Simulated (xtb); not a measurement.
xtb input (GFN1-xTB):

```bash
xtb mol.xyz --gfn 1 --sp --chrg 0 --uhf 0
```
mol.xyz:
```
5

Si     0.00447825     0.44722389     0.03708962
F      1.27462254    -0.50979642     0.10003501
F     -1.28434259    -0.46090360    -0.18053807
H     -0.12390715     1.13730127     1.32828116
H      0.14869209     1.33786439    -1.12300826
```

Output:

```
           -------------------------------------------------
          |                Calculation Setup                |
           -------------------------------------------------

           -------------------------------------------------
          |                 G F N 1 - x T B                 |
           -------------------------------------------------

        Reference                      10.1021/acs.jctc.7b00118
      * Hamiltonian:
        H0-scaling (s, p, d)           1.850000    2.250000    2.000000
        zeta-weighting                 0.000000
      * Dispersion:
        s8                             2.400000
        a1                             0.630000
        a2                             5.000000
        s9                             0.000000
      * Repulsion:
        kExp                           1.500000
        rExp                           1.000000
      * Coulomb:
        alpha                          2.000000
        third order                    atomic
        anisotropic                    false
      * Halogen bond correction:
        rad-scale                      1.300000
        damping                        0.440000

          ...................................................
          :                      SETUP                      :
          :.................................................:
          :  # basis functions                  22          :
          :  # atomic orbitals                  21          :
          :  # shells                           11          :
          :  # electrons                        20          :
          :  # halogen bonds                     0          :
          :  max. iterations                   250          :
          :  Hamiltonian                  GFN1-xTB          :
          :  restarted?                      false          :
          :  GBSA solvation                  false          :
          :  PC potential                    false          :
          :  electronic temp.          300.0000000     K    :
          :  accuracy                    1.0000000          :
          :  -> integral cutoff          0.2500000E+02      :
          :  -> integral neglect         0.1000000E-07      :
          :  -> SCF convergence          0.1000000E-05 Eh   :
          :  -> wf. convergence          0.2000000E-04 e    :
          :  Broyden damping             0.4000000          :
          :  net charge                          0          :
          :  unpaired electrons                  0          :
          ...................................................

 iter      E             dE          RMSdq      gap      omega  full diag
   1    -13.4184429 -0.134184E+02  0.693E+00    8.67       0.0  T
   2    -13.4275118 -0.906885E-02  0.383E+00    8.16       1.0  T
   3    -13.4281665 -0.654736E-03  0.511E-01    7.79       1.0  T
   4    -13.4280663  0.100197E-03  0.278E-01    8.04       1.0  T
   5    -13.4287214 -0.655087E-03  0.645E-02    7.96       1.0  T
   6    -13.4287053  0.161510E-04  0.549E-02    7.93       1.0  T
   7    -13.4287283 -0.230110E-04  0.401E-04    7.95     111.6  T
   8    -13.4287283 -0.104240E-08  0.514E-05    7.95     870.3  T
   9    -13.4287283 -0.720668E-11  0.335E-05    7.95    1335.7  T

   *** convergence criteria satisfied after 9 iterations ***

         #    Occupation            Energy/Eh            Energy/eV
      -------------------------------------------------------------
         1        2.0000           -0.8454562             -23.0060
       ...           ...                  ...                  ...
         4        2.0000           -0.5667409             -15.4218
         5        2.0000           -0.5593775             -15.2214
         6        2.0000           -0.5555216             -15.1165
         7        2.0000           -0.5520750             -15.0227
         8        2.0000           -0.5358140             -14.5802
         9        2.0000           -0.5195112             -14.1366
        10        2.0000           -0.4662222             -12.6866 (HOMO)
        11                         -0.1741585              -4.7391 (LUMO)
        12                         -0.1581060              -4.3023
        13                         -0.0792805              -2.1573
        14                         -0.0602724              -1.6401
        15                         -0.0533566              -1.4519
       ...                                ...                  ...
        21                          1.2704710              34.5713
      -------------------------------------------------------------
                  HL-Gap            0.2920637 Eh            7.9475 eV
             Fermi-level           -0.3201903 Eh           -8.7128 eV

 SCC (total)                   0 d,  0 h,  0 min,  0.003 sec
 SCC setup                      ...        0 min,  0.000 sec (  1.952%)
 Dispersion                     ...        0 min,  0.000 sec (  0.985%)
 classical contributions        ...        0 min,  0.000 sec (  0.546%)
 integral evaluation            ...        0 min,  0.001 sec ( 25.515%)
 iterations                     ...        0 min,  0.001 sec ( 32.730%)
 molecular gradient             ...        0 min,  0.001 sec ( 35.021%)
 printout                       ...        0 min,  0.000 sec (  2.820%)

         :::::::::::::::::::::::::::::::::::::::::::::::::::::
         ::                     SUMMARY                     ::
         :::::::::::::::::::::::::::::::::::::::::::::::::::::
         :: total energy             -13.387706729345 Eh    ::
         :: gradient norm              0.020841678366 Eh/a0 ::
         :: HOMO-LUMO gap              7.947456913999 eV    ::
         ::.................................................::
         :: SCC energy               -13.428728273712 Eh    ::
         :: -> electrostatic           0.021502726200 Eh    ::
         :: repulsion energy           0.041787124382 Eh    ::
         :: dispersion energy         -0.000765580014 Eh    ::
         :: halogen bond corr.         0.000000000000 Eh    ::
         :: add. restraining           0.000000000000 Eh    ::
         :: total charge               0.000000000000 e     ::
         :::::::::::::::::::::::::::::::::::::::::::::::::::::

           -------------------------------------------------
          |                Property Printout                |
           -------------------------------------------------

    * Orbital Energies and Occupations

         #    Occupation            Energy/Eh            Energy/eV
      -------------------------------------------------------------
         1        2.0000           -0.8454562             -23.0060
         2        2.0000           -0.8454065             -23.0047
         3        2.0000           -0.6098205             -16.5941
         4        2.0000           -0.5667409             -15.4218
         5        2.0000           -0.5593775             -15.2214
         6        2.0000           -0.5555216             -15.1165
         7        2.0000           -0.5520750             -15.0227
         8        2.0000           -0.5358140             -14.5802
         9        2.0000           -0.5195112             -14.1366
        10        2.0000           -0.4662222             -12.6866 (HOMO)
        11                         -0.1741585              -4.7391 (LUMO)
        12                         -0.1581060              -4.3023
        13                         -0.0792805              -2.1573
        14                         -0.0602724              -1.6401
        15                         -0.0533566              -1.4519
        16                          0.0298369               0.8119
        17                          0.0764513               2.0803
Note: The following floating-point exceptions are signalling: IEEE_DENORMAL
normal termination of xtb
        18                          0.1173062               3.1921
        19                          0.7195063              19.5788
        20                          1.1097248              30.1971
        21                          1.2704710              34.5713
      -------------------------------------------------------------
                  HL-Gap            0.2920637 Eh            7.9475 eV
             Fermi-level           -0.3201903 Eh           -8.7128 eV

  Mulliken/CM5 charges         n(s)   n(p)   n(d)
     1Si    0.51560  0.30390   1.123  1.431  0.930
     2F    -0.22047 -0.20008   1.763  5.458  0.000
     3F    -0.22047 -0.20008   1.763  5.458  0.000
     4H    -0.03733  0.04813   1.037  0.000  0.000
     5H    -0.03733  0.04813   1.037  0.000  0.000

Wiberg/Mayer (AO) data.
largest (>0.10) Wiberg bond orders for each atom

 ---------------------------------------------------------------------------
     #   Z sym  total        # sym  WBO       # sym  WBO       # sym  WBO
 ---------------------------------------------------------------------------
     1  14 Si   4.466 --     3 F    1.296     2 F    1.296     4 H    0.937
                             5 H    0.937
     2   9 F    1.341 --     1 Si   1.296
     3   9 F    1.341 --     1 Si   1.296
     4   1 H    0.996 --     1 Si   0.937
     5   1 H    0.996 --     1 Si   0.937
 ---------------------------------------------------------------------------

Topologies differ in total number of bonds
Writing topology from bond orders to xtbtopo.mol

 dipole moment from electron density (au)
     X       Y       Z
   0.0055   0.5505   0.0457  total (Debye):    1.404

           -------------------------------------------------
          | TOTAL ENERGY              -13.387706729345 Eh   |
          | GRADIENT NORM               0.020841678366 Eh/α |
          | HOMO-LUMO GAP               7.947456913999 eV   |
           -------------------------------------------------

------------------------------------------------------------------------
------------------------------------------------------------------------
 total:
 SCF:
```
